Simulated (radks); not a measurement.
Task: All-electron atom: the hafnium ion Hf6+ in [Xe] 4f12 (not the ground configuration). Calculated with a radial shooting solver on a logarithmic mesh with Libxc functionals: scalar-relativistic Kohn-Sham, PBEsol, spin-polarised, spherical densities, finite nucleus; open shells are filled with parallel spins first (spin-orbit coupling, left out, can overturn this in heavy ions); Fermi nuclear charge, rms radius 5.347 fm. Some entries of the table are withheld. Estimate them.

orbital  occ.  eigenvalue (eV)  r(max) (bohr)
1s down     1        -65333.64        0.01191
1s up       1        -65333.64        0.01191
2s up       1        -11252.96        0.06809
2s down     1        -11252.91        0.06809
2p up       3        -9895.689        0.05568
2p down     3        -9895.656        0.05568
3s up       1        -2639.085         0.1923
3s down     1        -2637.927         0.1922
3p up       3        -2233.459         0.1899
3p down     3        -2232.298         0.1898
3d up       5        -1752.244         0.1547
3d down     5        -1751.353         0.1546
4s up       1        -607.2884         0.4370
4s down     1        -605.1293         0.4370
4p up       3        -473.6025         0.4575
4p down     3        -471.5022         0.4575
4d up       5              (1)            (2)
4d down     5              (3)            (4)
5s up       1        -148.6303         0.9885
5s down     1        -147.7791         0.9909
5p up       3        -113.5139          1.105
5p down     3        -112.8874          1.108
4f up       7        -108.7601         0.4464
4f down     5        -106.8210         0.4471

Result: 
(1) 4d up eigenvalue (eV): -300.6593
(2) 4d up r(max) (bohr): 0.4694
(3) 4d down eigenvalue (eV): -298.6157
(4) 4d down r(max) (bohr): 0.4694
